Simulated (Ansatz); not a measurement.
CH8OSi3 can be A, `C[SiH]1[SiH2]O[SiH2]1`, or B, `O=C[SiH2][SiH2][SiH3]`.

Calculated with Ansatz (gas phase, PBE0-D4/def2-TZVP geometries, no zero-point term in ΔE). CCSD(T)/CBS is the MP2 limit (def2-TZVPP, def2-QZVPP) plus CCSD(T) − MP2 in def2-TZVPP, frozen cores. DFT in def2-TZVPP. Each species was taken in one conformer, which may not be the lowest.

Q: Which isomer does CCSD(T)/CBS put lower? Give the gap. (An estimate is asked.)

A: Computed: A, by 303.9 kJ/mol.

Q: Give E(B) − E(A) in kJ/mol with CCSD/def2-TZVPP, HF/def2-TZVPP, CCSD(T)/def2-TZVPP, PBE0-D4, r2SCAN-D4, MP2/def2-TZVPP, B2PLYP. (Best estimate.)

A: The calculation gave: CCSD/def2-TZVPP 296.4, HF/def2-TZVPP 286.5, CCSD(T)/def2-TZVPP 294.2, PBE0-D4 298.3, r2SCAN-D4 301.5, MP2/def2-TZVPP 317.1, B2PLYP 294.5. None reverses the order clearly.

Largest T1 diagnostic: 0.016.

From PBE to PBE0 (25 % exact exchange), in def2-TZVPP and without D4, E(B) − E(A) moves by +19.9 kJ/mol. In def2-TZVPP, CCSD(T) changes the Hartree–Fock value by +7.7 kJ/mol (the triples alone add −2.3 kJ/mol) and MP2 by +30.7 kJ/mol.
